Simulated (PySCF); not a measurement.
## A single-point calculation

Dy(NH2)3 (singlet in the valence; each metal's 4f electrons, 9 of them, lie in its core potential, out of spins and levels). PySCF 2.14.0, RKS PBE0, Dy lcecp-1-SVP with ECP55, N def2-SVP, H def2-SVP; non-relativistic Hamiltonian with scalar-relativistic core potentials where named; density fitting; no spin-orbit coupling. Purpose: all atoms moved at random, sigma 0.1 A.

```python
mol = gto.M(atom='''
Dy     0.12883    -0.01168    -0.12858
N      2.07488     0.08135     0.08764
H      2.81685    -0.67272     0.24436
H      2.71193     0.90432    -0.07075
N     -1.32765     1.90357    -0.45122
H     -2.22974     1.80264    -0.24966
H     -0.56880     2.81607    -0.44771
N     -0.94011    -1.82619     0.27994
H     -0.64423    -2.87943     0.40565
H     -2.02197    -2.11792     0.33033''',
    basis={'Dy': 'lcecp-1-SVP', 'N': 'def2-SVP', 'H': 'def2-SVP'},
    ecp={'Dy': 'lcecp-1-SVP'},
    charge=0, spin=0)
mf = dft.RKS(mol, xc='PBE0')
mf.grids.atom_grid = (50, 194)  # f atoms: unpruned, at least (60, 302)
mf = mf.density_fit()  # fitting sets: Dy AutoAux, N def2-universal-JKFIT, H def2-universal-JKFIT
mf.conv_tol = 1e-08; mf.max_cycle = 55
mf.kernel(dm0)  # dm0: converged density of the relaxed state
mf.nuc_grad_method().kernel()
```

Run from Python with OMP_NUM_THREADS=2; the lines above give its settings. Where DIIS fails, smearing, a level shift and second-order steps follow.
It took 8.9 s on 2 threads of Intel(R) Xeon(R) Platinum 8375C CPU @ 2.90GHz (Ice Lake) (shared host), from an already converged density.

Where do the frontier levels lie, over both spins?

HOMO -5.29 eV, LUMO -1.16 eV. The 4f levels lie in the core potential and are missing.

What are the Mulliken charges and spins?


| atom | charge (e) | spin (e) |
| --- | --- | --- |
| Dy1 | 0.828 | 0.000 |
| N2 | -0.471 | 0.000 |
| H3 | 0.142 | 0.000 |
| H4 | 0.136 | 0.000 |
| N5 | -0.618 | 0.000 |
| H6 | 0.128 | 0.000 |
| H7 | 0.159 | 0.000 |
| N8 | -0.554 | 0.000 |
| H9 | 0.120 | 0.000 |
| H10 | 0.132 | 0.000 |
The spin of the 4f electrons in the core isn't counted.

What forces act on the atoms (eV/Å)?


```
Dy  -6.56  1.43 -0.81
N    7.06 -0.07  0.35
H   -1.36  0.99 -0.12
H   -0.82 -0.63  0.22
N   10.94  0.31 -1.26
H   -5.07  1.16  1.30
H   -4.35 -2.80  0.26
N   -2.62 -4.58  0.53
H    0.11  2.57 -0.24
H    2.68  1.63 -0.23
```
Forces carry noise of the integration grid, about 0.01 to 0.03 eV/Å.

How does its energy compare with the relaxed singlet of charge +0 in vacuum?

It lies 2.517 eV higher.

An lcecp potential fixes the number of 4f electrons, so in runs with it no electron can move into or out of that shell.
